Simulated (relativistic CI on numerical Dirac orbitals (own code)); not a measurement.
**Ho XI: sensitivity of the levels to the model**

Base calculation: Dirac-Coulomb-Breit CI, orbitals from a KLI potential per configuration, a model potential for QED, unscaled Slater integrals.

Configuration list (outside the closed core [Kr] 4d10): 4f9 5s2, 4f7 5s2 5p2, 4f9 5s 5p, 4f11, 4f10 5s, 4f8 5s2 6s, 4f10 5d, 4f10 6s, 4f8 5s2 7s. The list is cut by size and lacks configurations that can hold low levels.

Variants: (1) configuration mixing switched off. Shifts of the energy above 4f7 5s2 5p2 10P°_7/2, in cm⁻¹, for the lowest level and the first level of each name with at least 55 % of one term (blank where a level changes its place among those of its configuration and J or its character, or is not in the variant):

| Level | Base | Δ(1) |
| --- | --- | --- |
| 4f7 5s2 5p2 10P°_7/2 | 0.0 | 0.0 |
| 4f7 5s2 5p2 10P°_9/2 | 42751.0 | -0.5 |
| 4f7 5s2 5p2 10P°_11/2 | 59628.6 | +2.5 |
| 4f7 5s2 5p2 8P°_5/2 | 72029.6 | +21.0 |

At this charge energies of transitions that change n are usually good to better than 1 %, and those within a shell (Δn = 0) to a few per cent. Terms inside the open d or f shell come out 10 to 20 % too wide with unscaled integrals. Levels and lines within the n = 5 or 6 shells can be off by up to 10 % or somewhat more, and those that change n by about 2 %, since core polarisation is missing. The computed lowest level isn't the tabulated ground level, which NIST ASD gives as 4f9 5s2 °.

Ionisation energy from the two ground configurations alone: base 175.618 eV. The NIST ASD value (theoretical) is 197 eV. The gap of more than 2 % comes from missing correlation, or from a tabulated value that is itself an estimate.

LS names give the leading component of a level, which can be under half, so a name can repeat, a term be missing and a line seem to break the LS rules.
